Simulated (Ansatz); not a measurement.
The same molecule with X = Si, Ge, Sn. Ansatz, PBE0-D4/def2-TZVP geometries, multiplicity 1.

Elements past krypton have def2 core potentials. Scalar relativity is left out up to krypton.

| X | molecule | mean X–Cl bond length / Å | mean X–F bond length / Å | size of the dipole moment (B3LYP/def2-TZVPP) / D | HOMO energy (PBE/def2-TZVPP) / eV | size of the dipole moment (PBE/def2-TZVPP) / D |
| --- | --- | --- | --- | --- | --- | --- |
| Si | `F[Si](F)(Cl)Cl` | 2.007 | 1.571 | 0.69 | -8.45 | 0.64 |
| Ge | `[F][Ge]([F])([Cl])[Cl]` | 2.097 | 1.705 | 1.25 | -8.64 | 1.13 |

(1) Give the row for X = Sn, `[F][Sn]([F])([Cl])[Cl]`. (Best estimate.)

Results:

(1) The calculation gave: 
```json
{"X": "Sn", "molecule": "`[F][Sn]([F])([Cl])[Cl]`", "mean X–Cl bond length / Å": "2.271", "mean X–F bond length / Å": "1.887", "size of the dipole moment (B3LYP/def2-TZVPP) / D": "1.54", "HOMO energy (PBE/def2-TZVPP) / eV": "-8.73", "size of the dipole moment (PBE/def2-TZVPP) / D": "1.41"}
```

From Si to Sn the mean X–Cl bond length rises at each step, by 0.264 Å in all; the mean X–F bond length rises at each step, by 0.316 Å in all; the HOMO energy (PBE/def2-TZVPP) falls at each step, by 0.28 eV in all. Bonds lengthen as the atom grows down the group. Dipoles are sizes alone, and their direction can turn along the series.

B3LYP here is the variant with VWN-RPA as its local correlation; programs differ in this.
